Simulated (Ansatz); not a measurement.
`[NH]=[Nb]([OH])([Cl])[Cl]` + `N[SiH2]S` → `[NH]=[Nb]([NH2])([Cl])[Cl]` + `O[SiH2]S`  (redistribution)

Computed with Ansatz on PBE0-D4/def2-TZVP structures; ΔE is electronic, products minus reactants. CBS: MP2 limit from def2 TZ/QZ plus the TZ coupled-cluster correction, frozen cores. Functionals use def2-TZVPP. Elements past krypton have def2 core potentials. For Nb outer-core shells are correlated without core-valence functions, which leaves a few kJ/mol of doubt a bond. One conformer a species, not always the lowest.

`[NH]=[Nb]([OH])([Cl])[Cl]`:

```xyz
7

N    -0.139   -1.260   -0.623
Nb    0.405    0.237    0.051
O    -1.094    1.114    0.764
Cl    1.919   -0.254    1.711
Cl    1.330    1.474   -1.654
H    -0.410   -2.144   -1.029
H    -2.011    0.833    0.780
```

`N[SiH2]S`:

```xyz
8

N    -0.091    1.404    0.258
Si    0.004   -0.150   -0.438
S    -0.256   -1.692    1.039
H    -0.946    1.932    0.210
H     0.476    1.674    1.044
H     1.326   -0.409   -1.063
H    -1.066   -0.193   -1.465
H     0.552   -2.565    0.415
```

`[NH]=[Nb]([NH2])([Cl])[Cl]`:

```xyz
8

N    -0.955   -1.166    0.729
Nb   -0.522    0.260   -0.154
N     1.420    0.198   -0.139
Cl   -1.319    0.128   -2.318
Cl   -1.280    2.140    0.953
H    -1.329   -1.962    1.223
H     1.999   -0.508    0.289
H     1.986    0.910   -0.584
```

`O[SiH2]S`:

```xyz
7

O    -1.066    0.972    0.422
Si   -0.274   -0.191   -0.424
S     1.506   -0.875    0.532
H    -1.253    0.791    1.345
H    -1.072   -1.435   -0.570
H     0.015    0.434   -1.732
H     2.144    0.304    0.427
```

```csv
level,ΔE (kcal/mol)
ωB97M-V,-1.7
CCSD(T)/def2-TZVPP,-3.0
```

Q: What does CCSD(T)/CBS give? (Estimate.)

A: The calculation gave: -2.9 kcal/mol. The listed levels differ from it by 1.2, -0.1 kcal/mol.

Largest T1 diagnostic among the species: 0.020.

In def2-TZVPP, CCSD(T) changes the Hartree–Fock value by −1.3 kcal/mol (the triples alone add −0.2 kcal/mol) and MP2 by −1.9 kcal/mol. At CCSD(T), def2-SVP lies +1.2 kcal/mol from the extrapolated value and def2-TZVPP −0.1 kcal/mol.

CCSD(T)/CBS has its own doubt, a few kJ/mol and more with outer-core shells, so smaller differences from it don't rank the levels.
